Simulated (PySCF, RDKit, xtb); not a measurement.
Dimer: CH4 (SMILES C) (first 5 atoms) with CH3NO (SMILES NC=O); geometry from B3LYP-D3(BJ)/def2-TZVP, rigid monomers moved along the line of their centres of mass till C1···H9 is 3.02 Å.
(charge 0, multiplicity 1):
```tsv
atom	x (Å)	y (Å)	z (Å)
C	-0.0189	0.0255	-0.1036
H	0.6967	0.0802	0.7159
H	0.5120	0.0247	-1.0546
H	-0.6021	-0.8929	-0.0250
H	-0.6842	0.8892	-0.0721
N	-1.0860	0.0734	3.7148
C	0.1205	0.1503	4.3270
O	1.1882	0.1852	3.7575
H	-1.1319	0.0423	2.7089
H	-1.9372	0.0493	4.2474
H	0.0333	0.1788	5.4287
```

Interaction energies are E(AB) − E(A) − E(B) at the monomers' geometry in the complex; basis-set methods are counterpoise corrected. RDKit's UFF carries no charges.

Rows in 6-31G* carry no dispersion term and start afresh at each structure (6-31G* with six Cartesian d functions).

The values were computed with PySCF for 6-31G* rows; RDKit for the force fields; xtb for the GFN methods. Each number belongs to the level named beside it.

Question: One of these levels gives -1.7 kJ/mol for the interaction energy. Which one is it?
A. GFN-FF
B. B3LYP/6-31G*
C. UFF

Answer: B, B3LYP/6-31G*. The others give -3.0 (UFF), -5.0 (GFN-FF)
